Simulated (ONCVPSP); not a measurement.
PBE ONCV dataset for bromine, scalar-relativistic all-electron reference.

ONCVPSP 4.0.1 input, shortened (lines: element, Z, core and valence counts, functional; n l f; lmax; l rc ep ncon nbas qcut; lloc lpopt rc5 dvloc0; l nproj debl; icmod fcfact rcfact), PBE, scalar-relativistic:

```
  Br 35.00    5    3        4      upf
    1    0    2.00
    2    0    2.00
    2    1    6.00
    3    0    2.00
    3    1    6.00
    3    2   10.00
    4    0    2.00
    4    1    5.00
    2
    0    1.15    0.00    4    7    5.80
    1    1.30    0.00    4    9    6.00
    2    0.85    0.00    3    8   15.10
    4    5    0.70    2.00
    0    3    3.40
    1    1    2.00
    2    2    1.80
    0    0.00    0.00
```

All-electron outer shells of the reference configuration (PBE, scalar-relativistic, ld1.x):

```
shell  level (eV)  outermost node (bohr)  outermost maximum (bohr)
   3s     -238.08                   0.23                      0.48
   3p     -173.49                   0.21                      0.48
   3d      -66.72                      –                      0.43
   4s      -20.13                   0.67                      1.41
   4p       -7.86                   0.70                      1.66
```

Problem. Does this generation succeed?

Solution. No. ONCVPSP 4.0.1 stopped with "optimize: ERROR ps0norm > uunorm, code will stop": the continuity conditions at rc already need more norm inside rc than the all-electron wave has, so norm conservation cannot be met. It happened in the s channel.
